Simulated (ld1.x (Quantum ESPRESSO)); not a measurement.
# What one change does to a pseudopotential (Ho (Z = 67), TM)

ld1.x (Quantum ESPRESSO) 7.5 input, shortened:

```
&input
   title='Ho', zed=67., rel=2, dft='PZ', iswitch=3,
   config='[Xe] 4f10 5d1 6s1.5 6p0', rel_dist='average'
 /
 &inputp
   pseudotype=2, tm=.true., lloc=-1, rcloc=3.15,
   nlcc=.true.
 /
3
6S  1  0   1.50   0.00  2.80  2.80  0.0
6P  2  1   0.00   0.00  3.75  3.75  0.0
5D  3  2   1.00   0.00  1.95  1.95  0.0
 &test
   configts(1)='5d1 6s1.5 6p0'
 /
```

Open shells are filled in proportion to 2j + 1 (rel_dist='average').

All-electron outer shells of the reference configuration (LDA (PZ), scalar-relativistic, ld1.x):

| shell | level (eV) | outermost node (bohr) | outermost maximum (bohr) |
| --- | --- | --- | --- |
| 4f | -12.69 | – | 0.52 |
| 6s | -7.13 | 1.51 | 3.14 |
| 5d | -5.28 | 0.74 | 1.88 |
| 6p | -3.60 | 1.82 | 4.14 |

Change: wave 6s (bound): rc 2.80 bohr becomes 6s (bound): rc 2.48 bohr.

Cutoffs: the cutoffs (Ry, on a coarse ladder) from which the occupation-weighted sum of valence levels, in a spherical-Bessel basis at the reference potential, stays within 10 and 1 mRy of its value at 400 Ry; they do not see the model core or the augmentation charge, which bear on the density cutoff. Errors are all-electron minus pseudo energies relative to the spin-unpolarised reference configuration.

Problem. Predict the effect on cutoff, ghosts and configuration errors.

Solution. The potential gets harder (18 Ry and 21 Ry → 18 Ry and 25 Ry); a bound ghost appears in s, which as a rule spoils a file; of the 7 tests that both files solve, the error grows in 1 and shrinks in 5 by more than 15 % and 0.3 meV (median size 26.4 → 19.7 meV). A smaller radius makes the pseudo-wave follow the all-electron one further in, where it bends more sharply, so more plane waves are needed.

```tsv
quantity	base	changed
cutoff, loose	18 Ry	18 Ry
cutoff, tight	21 Ry	25 Ry
loose cutoff by channel (10 mRy a level)	s 6 Ry, d 18 Ry	s 8 Ry, d 18 Ry
bound ghosts	none	s
error for 5d1 6s2 6p0, meV [ΔE -2.89 eV]	0.0	+0.5
error for 5d1 6s1 6p0, meV [ΔE 4.26 eV]	-0.8	-0.2
error for 5d1 6s0 6p0, meV [ΔE 17.14 eV]	-39	-40
error for 5d0 6s2 6p1, meV [ΔE -1.32 eV]	-64	-42
error for 5d1.5 6s1.5 6p0, meV [ΔE -1.79 eV]	-6.4	-3.9
error for 5d2 6s1 6p0, meV [ΔE -0.62 eV]	-26	-20
error for 5d2 6s0 6p0, meV [ΔE 5.97 eV]	-42	-30
s: phases at 4.06 bohr within 0.05 rad from the reference energy up to (Ry; the scan ends near 5)	0.0	-0.1
p1/2: phases at 4.06 bohr within 0.05 rad from the reference energy up to (Ry; the scan ends near 5)	0.6	0.6
p3/2: phases at 4.06 bohr within 0.05 rad from the reference energy up to (Ry; the scan ends near 5)	0.3	0.3
d3/2: phases at 4.06 bohr within 0.05 rad from the reference energy up to (Ry; the scan ends near 5)	0.6	0.6
d5/2: phases at 4.06 bohr within 0.05 rad from the reference energy up to (Ry; the scan ends near 5)	0.6	0.6
```

 A true bound ghost makes a file unfit for plane-wave use even where its test errors are small: the radial tests pick states by their node count and pass the ghost by.
